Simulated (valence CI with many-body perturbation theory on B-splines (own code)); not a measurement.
**W40+: E2, M1, M2 decay**

Method: configuration interaction combined with many-body perturbation theory (CI+MBPT): six valence electrons over a frozen Dirac-Fock core [Ar] 3d10, radial functions for each j: 9 s, 9 p, 8 d, 6 f, 3 g, 1 h, with the one-electron correlation potential Σ1, the two-electron term Σ2, the three-electron term Σ3, Breit, model QED; selected CI, second order for the rest, scaled by the run's own slope (own B-spline code, finite nucleus).

No measured spectrum was set against this ion. As an estimate, large intervals hold to a few tenths of a per cent, small ones and those within an open d or f shell to about a per cent. Among the levels kept, up to 640 cm⁻¹ of a level comes from second order outside the variational space, and about a tenth of that is noise between levels of different J, which matters for small intervals.

Lines 1 to 28 of 28 in falling wavelength, among levels below 2416500 cm⁻¹, chosen from the decays that carry over 1 % of a level's rate. Wavelengths and rates use the calculated energies. Electric multipoles are in the length gauge with retardation, E1 and E2 with the static RPA response of the core. M1 uses the relativistic operator with retardation. Weak lines are less certain than strong ones. Lines between different terms over intervals too small for the method are left out, as are lines whose strength nearly cancels.

Levels are named by their leading jj configuration (3d3/2^4 stands for four electrons in 3d with j = 3/2), which in mixed levels can hold well under half, so a name can repeat and another be missing. Letters in brackets count levels of one name in rising energy.

```csv
λ vac (Å),Upper,Lower,Type,A (s⁻¹),Branch %
1408,(4s^2 4p1/2^2 4p3/2^2) J=0,(4s^2 4p1/2^2 4p3/2^2) J=2,E2,5.59e+00,100.0
694.6,(4s^2 4p1/2^2 4p3/2 4d5/2) J=4,(4s^2 4p1/2^2 4p3/2 4d3/2) J=3,M1,3.68e+04,84.0
627.9,(4s^2 4p1/2 4p3/2^2 4d5/2) J=5,(4s^2 4p1/2 4p3/2^2 4d3/2) J=4,M1,4.44e+04,3.1
553.1,(4s^2 4p1/2 4p3/2^2 4d5/2) J=4 [b],(4s^2 4p1/2 4p3/2^2 4d3/2) J=3 [a],M1,3.40e+04,2.3
204.0,(4s^2 4p1/2 4p3/2^2 4d3/2) J=4,(4s^2 4p1/2^2 4p3/2 4d5/2) J=3,M1,3.34e+04,2.5
169.4,(4s^2 4p1/2 4p3/2^2 4d5/2) J=4 [a],(4s^2 4p1/2^2 4p3/2 4d5/2) J=3,M1,1.70e+06,26.3
167.2,(4s^2 4p1/2 4p3/2^2 4d3/2) J=4,(4s^2 4p1/2^2 4p3/2 4d5/2) J=4,M1,1.87e+04,1.4
157.3,(4s^2 4p1/2 4p3/2^2 4d5/2) J=4 [b],(4s^2 4p1/2^2 4p3/2 4d5/2) J=3,M1,4.97e+05,33.4
154.0,(4s^2 4p1/2 4p3/2^2 4d5/2) J=5,(4s^2 4p1/2^2 4p3/2 4d5/2) J=3,E2,3.69e+04,2.6
149.0,(4s^2 4p1/2 4p3/2^3) J=1,(4s^2 4p1/2^2 4p3/2^2) J=0,M1,2.00e+06,23.7
143.3,(4s^2 4p1/2 4p3/2^2 4d5/2) J=4 [a],(4s^2 4p1/2^2 4p3/2 4d5/2) J=4,M1,4.59e+06,70.7
141.4,(4s^2 4p1/2 4p3/2^3) J=2,(4s^2 4p1/2^2 4p3/2^2) J=0,E2,5.00e+04,1.2
134.8,(4s^2 4p1/2 4p3/2^2 4d3/2) J=4,(4s^2 4p1/2^2 4p3/2 4d3/2) J=3,M1,1.09e+06,80.1
134.8,(4s^2 4p1/2 4p3/2^2 4d3/2) J=4,(4s^2 4p1/2^2 4p3/2 4d3/2) J=3,E2,1.45e+05,10.6
134.8,(4s^2 4p1/2 4p3/2^3) J=1,(4s^2 4p1/2^2 4p3/2^2) J=2,M1,6.29e+06,74.4
134.8,(4s^2 4p1/2 4p3/2^3) J=1,(4s^2 4p1/2^2 4p3/2^2) J=2,E2,1.66e+05,2.0
134.5,(4s^2 4p1/2 4p3/2^2 4d5/2) J=4 [b],(4s^2 4p1/2^2 4p3/2 4d5/2) J=4,M1,7.21e+05,48.5
134.5,(4s^2 4p1/2 4p3/2^2 4d5/2) J=4 [b],(4s^2 4p1/2^2 4p3/2 4d5/2) J=4,E2,1.01e+05,6.8
133.5,(4s^2 4p1/2 4p3/2^2 4d5/2) J=4 [b],(4s^2 4p1/2^2 4p3/2 4d5/2) J=2,E2,7.80e+04,5.3
132.1,(4s^2 4p1/2 4p3/2^2 4d5/2) J=5,(4s^2 4p1/2^2 4p3/2 4d5/2) J=4,M1,1.21e+06,83.8
132.1,(4s^2 4p1/2 4p3/2^2 4d5/2) J=5,(4s^2 4p1/2^2 4p3/2 4d5/2) J=4,E2,1.44e+05,10.0
129.8,(4s^2 4p3/2^4) J=0,(4s^2 4p1/2 4p3/2^3) J=2,E2,8.22e+05,4.3
129.4,(4s^2 4p1/2 4p3/2^2 4d3/2) J=4,(4s^2 4p1/2^2 4p3/2 4d3/2) J=2,E2,7.03e+04,5.2
128.5,(4s^2 4p1/2 4p3/2^3) J=2,(4s^2 4p1/2^2 4p3/2^2) J=2,M1,3.95e+06,92.5
128.5,(4s^2 4p1/2 4p3/2^3) J=2,(4s^2 4p1/2^2 4p3/2^2) J=2,E2,2.68e+05,6.3
123.9,(4s^2 4p3/2^4) J=0,(4s^2 4p1/2 4p3/2^3) J=1,M1,1.74e+07,90.9
118.8,(4s^2 4p1/2 4p3/2^2 4d5/2) J=4 [a],(4s^2 4p1/2^2 4p3/2 4d3/2) J=3,M1,1.26e+05,1.9
70.87,(4s^2 4p1/2^2 4p3/2 4d5/2) J=4,(4s^2 4p1/2^2 4p3/2^2) J=2,M2,6.96e+03,15.9
```
